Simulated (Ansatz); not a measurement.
Energy difference R1 + R2 → P1 + P2, each structure at its B3LYP-D3(BJ)/def2-TZVP stationary point, reached from a drawn start (curvature not checked).
R1: FH3O3Si (SMILES O[Si](O)(O)F), charge 0, multiplicity 1.
P1: H4O4Si (SMILES O[Si](O)(O)O), charge 0, multiplicity 1.
P2: HF (SMILES F), charge 0, multiplicity 1.
R2: H2O (SMILES O), charge 0, multiplicity 1.

P less R. No zero-point or thermal terms. One arrangement of each flexible species, with no search for the lowest.

Frozen-core correlation throughout.

Run with Ansatz (an electronic-structure program) with Gaussian orbitals. All values are computed, each at the level named.

Total energies in hartree:

| structure | PBE/def2-TZVPP | B3LYP/def2-TZVPP | CCSD(T)/cc-pV(T+d)Z |
|---|---|---|---|
| R1 | -616.728812 | -617.236113 | -616.240612 |
| P1 | -592.700381 | -593.193496 | -592.220197 |
| P2 | -100.393473 | -100.492723 | -100.338298 |
| R2 | -76.380147 | -76.466662 | -76.332115 |

Q: Work out the reaction energy at each level in kJ/mol (1 hartree = 2625.49964 kJ/mol), and say how far PBE/def2-TZVPP lies from CCSD(T)/cc-pV(T+d)Z.

A: 
- PBE/def2-TZVPP: (-592.700381) + (-100.393473) − (-616.728812) − (-76.380147) = 0.015105 hartree = 39.7 kJ/mol
- B3LYP/def2-TZVPP: (-593.193496) + (-100.492723) − (-617.236113) − (-76.466662) = 0.016556 hartree = 43.5 kJ/mol
- CCSD(T)/cc-pV(T+d)Z: (-592.220197) + (-100.338298) − (-616.240612) − (-76.332115) = 0.014232 hartree = 37.4 kJ/mol
PBE/def2-TZVPP less CCSD(T)/cc-pV(T+d)Z: 2.3 kJ/mol. CCSD(T)/cc-pV(T+d)Z is the level counted from, the highest shown, and no exact or measured value.
